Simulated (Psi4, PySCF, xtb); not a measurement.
Conformational energy of SMILES S[CH2][GeH3] (CH₆GeS). Scanned: dihedral H4–S1–C2–Ge3; all other coordinates were relaxed at GFN2-xTB. Points at φ and −φ are mirror images. Heavy atoms are numbered in the order of the SMILES S[CH2][GeH3], hydrogens after them in the order of the atoms that carry them; the mirror image has the same energies with the sign of each dihedral reversed.

Methods: GFN1-xTB // GFN2-xTB (xtb); RHF/3-21G = restricted Hartree-Fock/3-21G // GFN2-xTB run with PySCF 2.14.0; RKS-BP86/6-31G* = restricted BP86/6-31G*, spherical d // GFN2-xTB run with PySCF; MP2/cc-pVTZ = Psi4 with DF-MP2 (frozen core)/cc-pVTZ // GFN2-xTB.

Energies relative to the lowest point of each profile, in kJ/mol; the last columns give the difference from MP2:

| φ / ° | GFN1-xTB | RHF/3-21G | RKS-BP86/6-31G* | MP2/cc-pVTZ | GFN1-xTB − MP2/cc-pVTZ | RHF/3-21G − MP2/cc-pVTZ | RKS-BP86/6-31G* − MP2/cc-pVTZ |
|---|---|---|---|---|---|---|---|
| -150 | 3.17 | 1.96 | 4.39 | 3.65 | -0.47 | -1.68 | 0.74 |
| -120 | 9.20 | 4.76 | 7.05 | 7.13 | 2.07 | -2.37 | -0.08 |
| -90 | 8.78 | 3.63 | 3.77 | 4.24 | 4.54 | -0.60 | -0.47 |
| -60 | 4.66 | 2.25 | 0.00 | 0.00 | 4.66 | 2.25 | 0.00 |
| -30 | 3.71 | 4.77 | 1.82 | 0.90 | 2.81 | 3.87 | 0.92 |
| 0 | 4.50 | 7.03 | 4.35 | 2.97 | 1.53 | 4.06 | 1.38 |
| 30 | 3.71 | 4.77 | 1.82 | 0.90 | 2.81 | 3.87 | 0.92 |
| 60 | 4.66 | 2.25 | 0.00 | 0.00 | 4.66 | 2.25 | 0.00 |
| 90 | 8.78 | 3.63 | 3.77 | 4.24 | 4.54 | -0.60 | -0.47 |
| 120 | 9.20 | 4.76 | 7.05 | 7.13 | 2.07 | -2.37 | -0.08 |
| 150 | 3.17 | 1.96 | 4.39 | 3.65 | -0.47 | -1.68 | 0.74 |
| 180 | 0.00 | 0.00 | 2.39 | 1.41 | -1.41 | -1.41 | 0.98 |

GFN1-xTB is furthest from MP2/cc-pVTZ at -60 (4.66 kJ/mol, above); its mean absolute difference over the points is 2.67 kJ/mol.

RHF/3-21G is furthest from MP2/cc-pVTZ at 0 (4.06 kJ/mol, above); its mean absolute difference over the points is 2.25 kJ/mol.

RKS-BP86/6-31G* is furthest from MP2/cc-pVTZ at 0 (1.38 kJ/mol, above); its mean absolute difference over the points is 0.56 kJ/mol.
